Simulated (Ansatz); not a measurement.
GeF+, closed-shell singlet (lowest of 2S+1 = 1, 3, 5 at CCSD(T)/def2-TZVPP on PBE0 minima; our sources give no spin for the ground state, which may be another), most abundant isotopes (18.9984 and 73.9212 u). Constants from fifth-degree fits in 1/R to seven points on the lowest solution found; no spin–orbit coupling, no relativity up to Kr; ω_e x_e and α_e move by some per cent with the fit.

Correlated levels freeze the inner cores; with def2 sets outer-core shells near the valence are correlated too. CBS(a, b) extrapolates the correlation energy as X⁻³ and adds the Hartree–Fock energy of set b.

Codes used: Ansatz (a first-principles code). 

```csv
level,r_e (Å),ω_e (cm⁻¹),ω_e x_e (cm⁻¹),α_e (cm⁻¹)
PBE/def2-TZVPP,1.7004,765.7,3.14,0.00243
"CCSD(T)/CBS(def2-TZVPP, def2-QZVPP)",1.6643,823.5,3.21,0.00247
```

Derive the rotational constants, the centrifugal constant, the fundamental, the zero-point energy and the force constant.


μ = 15.11398 u.
- PBE/def2-TZVPP: B_e = 16.8576/(μ r_e²) = 0.38574 cm⁻¹; B₀ = B_e − α_e/2 = 0.38453 cm⁻¹; D = 4B_e³/ω_e² = 3.92e-07 cm⁻¹; fundamental ω_e − 2ω_e x_e = 759 cm⁻¹; zero-point energy ω_e/2 − ω_e x_e/4 = 382 cm⁻¹; k = μ(2πcω_e)² = 522 N/m; the line J = 1 ← 0 at 2B₀ = 23.06 GHz
- CCSD(T)/CBS(def2-TZVPP, def2-QZVPP): B_e = 16.8576/(μ r_e²) = 0.40266 cm⁻¹; B₀ = B_e − α_e/2 = 0.40142 cm⁻¹; D = 4B_e³/ω_e² = 3.85e-07 cm⁻¹; fundamental ω_e − 2ω_e x_e = 817 cm⁻¹; zero-point energy ω_e/2 − ω_e x_e/4 = 411 cm⁻¹; k = μ(2πcω_e)² = 604 N/m; the line J = 1 ← 0 at 2B₀ = 24.07 GHz
